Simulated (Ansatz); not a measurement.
Diatomic SbTe, multiplicity 4 (an upper state: multiplicity 2 came lower at CCSD(T)/def2-TZVPP on PBE0 minima). No spin–orbit coupling.

Seven points along R, fitted to fifth degree in 1/R; most abundant isotopes. In def2 and cc sets the state is the lowest found near the PBE0 minimum, followed along R.

Run with Ansatz (Gaussian orbitals). Each number belongs to the level named beside it. In def2 rows elements past Kr take small-core potentials, without spin–orbit coupling.

Energies at wB97X-V/def2-TZVPP:

```csv
R (Å),E (hartree)
2.577417,-508.20766101
2.646702,-508.21193135
2.710445,-508.21376808
2.782502,-508.21393773
2.854559,-508.21252431
2.937701,-508.20940356
3.034701,-508.20430269
```

Q: With a reduced mass of 62.6217 u, find the minimum, the force constant and the constants.

A: A fifth-degree polynomial in 1/R puts the minimum at r_e = 2.7526 Å with force constant 147 N/m. Then ω_e = (1/2πc)√(k/μ) = 200 cm⁻¹ and B_e = h/(8π²cμr_e²) = 0.03553 cm⁻¹; the cubic and quartic terms give α_e = 8.6e-5 and ω_e x_e = 0.34 cm⁻¹.

Ansatz is an electronic-structure program.
